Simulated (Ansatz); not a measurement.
Born–Oppenheimer molecular dynamics of CH₂OSe (5 atoms, charge 0, multiplicity 1). It starts at the highest image of a converged band. Of that band: The profile has 2 maxima (images 1, 5) with wells between them (image 2): this band takes more than one step, which may be the mechanism or a detour left from its start path. Neighbouring images differ by up to 1.5 eV, so the band resolves the path poorly. A vibrational analysis at the climbing image gives one clearly imaginary mode, 507i cm⁻¹: a first-order saddle point.

The calculation used UKS PBE/def2-SVP in Ansatz.

* ensemble: NVE (velocity Verlet)
* time step: 0.5 fs
* steps asked: 200
* starting velocities drawn for: 100 K
* seed: 2732

First frame:

```xyz
5
Properties=species:S:1:pos:R:3
O -0.723 -0.741 0.490
C -0.182 -0.389 -0.644
Se 1.627 0.448 -0.148
H -1.598 -1.143 0.269
H 0.925 1.751 -0.009
```

(1) How far do the bonds stretch over the last three quarters of this one trajectory? (Pairs bonded in most of those frames.)

## Answers

(1) 
```tsv
bond	mean (Å)	spread (Å)	shortest	longest
O1–C2	1.319	0.017	1.29	1.35
O1–H4	0.986	0.008	0.97	1.00
C2–Se3	1.997	0.043	1.92	2.07
Se3–H5	1.498	0.012	1.48	1.52
```

Mean temperature of the second half: 800 K. The conserved energy stayed within 0.04 meV per atom of its start (net change 0.0008 meV per atom), so the integration is sound. The kinetic energy rose, since the run started high on the potential surface and went downhill. A run of 0.1 ps of so small a system gives no equilibrium averages. The orbitals were unrestricted but ended closed-shell.

Run time: 4 min on 2 threads of Intel(R) Xeon(R) Platinum 8259CL CPU @ 2.50GHz (Skylake/Cascade Lake) (shared host), peak memory 0.15 GiB.
